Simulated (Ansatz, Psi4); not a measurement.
Here is a job for Ansatz (a first-principles code).
Ansatz 0.2 input:
```yaml
crystal:
  periodic: [false, false, false]
  atoms:
    - {symbol: Al, position_ang: [0.07749548, 0.07275953, 0.00557869]}
    - {symbol: C, position_ang: [-1.42912426, -1.22415675, -0.13625489]}
    - {symbol: H, position_ang: [-1.10357429, -2.14553357, -0.61524509]}
    - {symbol: H, position_ang: [-2.25578416, -0.81633085, -0.71240214]}
    - {symbol: H, position_ang: [-1.80016565, -1.49817487, 0.84929070]}
    - {symbol: O, position_ang: [-0.03916589, 1.51144195, -0.78735585]}
    - {symbol: H, position_ang: [-0.09952938, 2.33824639, -1.24017123]}
    - {symbol: O, position_ang: [1.37525186, -0.37239246, 0.91660087]}
    - {symbol: H, position_ang: [2.13766999, -0.59153638, 1.42957391]}
basis:
  gaussian:
    orbitals: STO-3G
hamiltonian:
  xc: hf
accuracy: high
```

Task: Write the same job for Psi4.

Result: This is not unique; one that fits is 
```
memory 2 GB

molecule mol {
0 1
Al    0.077495    0.072760    0.005579
C    -1.429124   -1.224157   -0.136255
H    -1.103574   -2.145534   -0.615245
H    -2.255784   -0.816331   -0.712402
H    -1.800166   -1.498175    0.849291
O    -0.039166    1.511442   -0.787356
H    -0.099529    2.338246   -1.240171
O     1.375252   -0.372392    0.916601
H     2.137670   -0.591536    1.429574
}

set {
  basis sto-3g
  reference rhf
  scf_type pk
  puream true
  d_convergence 1e-8
}

energy('scf')
print_variables()
```

Both were run: Ansatz gave -427.038854 Eh and Psi4 -427.038854 Eh, 0.000 mEh apart.
